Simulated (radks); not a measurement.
Results of a calculation; reference values are marked as such.
Problem. These are the eigenvalues of the occupied orbitals of an atom or ion with whole-number occupations (eV). Level of theory: scalar-relativistic Kohn-Sham, SCAN, spin-unpolarised, spherical densities, finite nucleus; meta-GGA in the generalised Kohn-Sham scheme; Fermi nuclear charge, rms radius of each element as measured or else 0.836 A^(1/3) + 0.57 fm (a radial shooting solver on a logarithmic mesh with Libxc functionals).

orbital  eigenvalue
1s        -30390.41
2s        -4668.048
2p        -4190.197
3s        -946.8569
3p        -789.7411
3d        -550.9866
4s        -182.2393
4p        -133.5706
4d         -62.2340
5s         -34.6700
5p         -23.9751
5d         -11.0387

Which element is it, and in what charge state? The configuration may be excited.

Solution. Z = 51, antimony, charge +2: Sb2+ in [Kr] 4d9 5s2 5p1 5d1. The list shows which subshells hold electrons but not how many an open one holds; the 1s level, -1116.8 hartree, gives Z - s = 47.3 by -(Z - s)^2/2, which with screening and relativity narrows Z to a few neighbours, and the depths of the outer levels then fix element, charge and occupations together.
